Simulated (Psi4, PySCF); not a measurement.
H$_{2}$Cl$_{3}$FGeSi (SMILES F[SiH2][Ge]([Cl])([Cl])[Cl]), singlet, geometry from GFN2-xTB, atoms displaced at random by about 0.03 Å a coordinate. Base run: B3LYP/STO-3G, gradient in PySCF.

Here is a job for PySCF.
```python
from pyscf import gto, scf, dft

mol = gto.M(
    atom='''
Si    2.16657836   -0.25916822   -0.09214538
F     2.77450065    1.04431239    0.60598180
Ge   -0.25417881   -0.04476867    0.00038684
Cl   -1.11831709   -0.11596660    1.92072437
Cl   -1.06209294    1.75383697   -0.99029484
Cl   -1.11149850   -1.78074128   -1.09201301
H     2.66487752   -1.32816659    0.78690405
H     2.69102679   -0.24190317   -1.49382747
''',
    basis='sto-3g',
    verbose=4,
)

mf = dft.RKS(mol)
mf.xc = 'b3lyp'
mf.kernel()
g = mf.nuc_grad_method()
grad = g.kernel()
```

Programs used: Psi4, PySCF; a row that names a program was run with it.

The coordinate followed is y of atom 2.

Variants of this job, named by their change:

```json
[
 {"change": "base", "dE/dx (Eh/bohr)": "-0.034128", "net force (Eh/bohr)": "0.000185"},
 {"change": "finite difference step (bohr) = 1e-3; conv_tol = 1e-11", "dE/dx (Eh/bohr)": "-0.034151", "net force (Eh/bohr)": "-"},
 {"change": "grid_response = on", "dE/dx (Eh/bohr)": "-0.034151", "net force (Eh/bohr)": "0.000000"},
 {"change": "grids.level = 5; grid_response = off", "dE/dx (Eh/bohr)": "-0.034128", "net force (Eh/bohr)": "0.000043"},
 {"change": "finite difference step (bohr) = 0.2; conv_tol = 1e-11", "dE/dx (Eh/bohr)": "-0.037479", "net force (Eh/bohr)": "-"},
 {"change": "grids.level = 1; grid_response = off", "dE/dx (Eh/bohr)": "-0.034166", "net force (Eh/bohr)": "0.000545"},
 {"change": "density fitting = on; auxbasis_response = off", "dE/dx (Eh/bohr)": "-0.036059", "net force (Eh/bohr)": "0.002332"},
 {"change": "grids.level = 1; grid_response = on", "dE/dx (Eh/bohr)": "-0.034809", "net force (Eh/bohr)": "0.000000"},
 {"change": "grids.level = 0; grid_response = on", "dE/dx (Eh/bohr)": "-0.037803", "net force (Eh/bohr)": "0.000000"},
 {"change": "code = psi4", "dE/dx (Eh/bohr)": "-0.034093", "net force (Eh/bohr)": "0.000511"},
 {"change": "conv_tol = 1e-4", "dE/dx (Eh/bohr)": "-0.034036", "net force (Eh/bohr)": "0.000185"},
 {"change": "finite difference step (bohr) = 0.05; conv_tol = 1e-11", "dE/dx (Eh/bohr)": "-0.034359", "net force (Eh/bohr)": "-"}
]
```

The net force is zero for an exact gradient.
